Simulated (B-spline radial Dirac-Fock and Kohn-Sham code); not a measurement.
## Scattering functions of Mo²⁺

System: the Mo²⁺ ion in the configuration [Kr] 4d4, inside a Watson sphere of charge -2 and radius 1.8 Å (a model of the Madelung potential; inside it an electron's potential energy is raised by 16.0 eV).

Calculated with a radial B-spline solver, using Dirac-Fock densities. f₀ is the Fourier transform of the spherical electron density, S the Waller-Hartree incoherent function, and s = sin θ/λ.

```tsv
s (Å⁻¹)	f₀	S
0	40.000	0.000
0.05	39.430	0.653
0.1	37.869	2.271
0.15	35.669	4.229
0.2	33.198	6.142
0.25	30.736	7.916
0.3	28.450	9.572
0.35	26.415	11.135
0.4	24.647	12.610
0.45	23.121	13.988
0.5	21.799	15.255
0.6	19.591	17.448
0.7	17.727	19.253
0.8	16.033	20.801
0.9	14.446	22.189
1	12.967	23.465
1.1	11.620	24.644
1.2	10.428	25.733
1.4	8.540	27.652
1.6	7.250	29.258
1.8	6.396	30.593
2	5.813	31.705
2.5	4.828	33.796
3	3.988	35.260
3.5	3.217	36.311
4	2.581	37.060
5	1.766	37.988
6	1.373	38.524
```

f₀ starts at the number of electrons, 40, and has fallen to half at s ≈ 0.58 Å⁻¹. The sum of ⟨r²⟩ over the electrons is 31.70 bohr².
